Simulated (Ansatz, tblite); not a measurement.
Cost and result up the ladder for the cluster Al₄⁻ (the lowest doublet isomer of a short search) (4 atoms). Total charge -1; doublet. Geometry: PBE-D4/def2-TZVPD.

Cartesian coordinates in Å:
```
Al 0.126 1.478 0.611
Al -0.126 -1.478 -0.611
Al 1.107 0.557 -1.576
Al -1.107 -0.557 1.576
```

Ansatz on 4 threads of Arm Neoverse N1 on a shared host; xTB runs through tblite on one thread. Times are rough, summed over both states, and most runs start from the orbitals of an earlier one. RPA@PBE/def2-TZVPD serves as the yardstick here, not as an exact answer. The other state is a quartet at its own geometry, which has other bonds, so the gap mixes isomer and spin.

The xTB rows come from tblite. HSE06 is defined as in plane-wave codes, on full-range PBE exchange. Correlated methods freeze 20 core orbitals. The structure comes from a short search, and lower isomers may exist.

Run but left out: HF/STO-3G, HF/def2-TZVPD, HF/def2-TZVPPD, PBE-QIDH/def2-TZVPD, MP2/def2-TZVPD, MP2/def2-TZVPPD, CCSD/def2-TZVPPD, CCSD(T)/def2-TZVPPD (doublet: ⟨S²⟩ 1.30 to 2.14, where a pure state has 0.75).

Correlated methods converge slowly with the basis.

xTB has no spin-polarisation term.

```csv
level,functions,wall time
GFN1-xTB,36,0.011 s
GFN2-xTB,36,0.056 s
PBE-D4/def2-TZVPD (with forces),172,11 s
RPA@PBE/def2-TZVPD,172,14 s
HSE06-D4/def2-TZVPD,172,16 s
PBE0-D4/def2-TZVPD,172,21 s
CAM-B3LYP-D4/def2-TZVPD,172,41 s
r2SCAN-D4/def2-TZVPD,172,55 s
B97M-V/def2-TZVPD,172,69 s
```

Question: Estimate what each level gives for the quartet − doublet (eV).

Answer: 
```csv
level,quartet − doublet (eV),difference from RPA@PBE/def2-TZVPD (eV)
GFN1-xTB,1.57,1.38
GFN2-xTB,-0.10,-0.28
PBE-D4/def2-TZVPD (with forces),0.20,0.02
RPA@PBE/def2-TZVPD,0.19,0.00
HSE06-D4/def2-TZVPD,0.09,-0.09
PBE0-D4/def2-TZVPD,0.08,-0.11
CAM-B3LYP-D4/def2-TZVPD,0.01,-0.17
r2SCAN-D4/def2-TZVPD,0.08,-0.10
B97M-V/def2-TZVPD,0.15,-0.04
```
